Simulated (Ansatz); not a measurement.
Reactions of `CCC#CF`.

Computed with Ansatz on PBE0-D4/def2-TZVP structures; ΔE is electronic, products minus reactants. CCSD(T)/CBS adds triple-zeta CCSD(T) − MP2 to the extrapolated MP2 energy (def2 sets, frozen cores). This one scheme is used for every species. For Se outer-core shells are correlated without core-valence functions, which leaves a few kJ/mol of doubt a bond. Scalar relativity is left out up to krypton. One conformer a species, not always the lowest.

Problem. Order these by ΔE at CCSD(T)/CBS, lowest first. (An estimate is asked.)
A. `CCC#CF` + `CC` → `CCC#CCC` + H–F
B. `CCC#CF` + `C=C[SiH3]` → `C=C([SiH3])CC` + `C#CF`
C. `CCC#CF` + H₂Se → `FC#C[SeH]` + `CC`
D. `CCC#CF` + `CCl` → `FC#CCCCl` + CH₄

Solution. A (-30.9 kcal/mol), D (-3.4 kcal/mol), B (+2.0 kcal/mol), C (+5.9 kcal/mol).

Largest T1 diagnostic: 0.013, for `C#CF`.
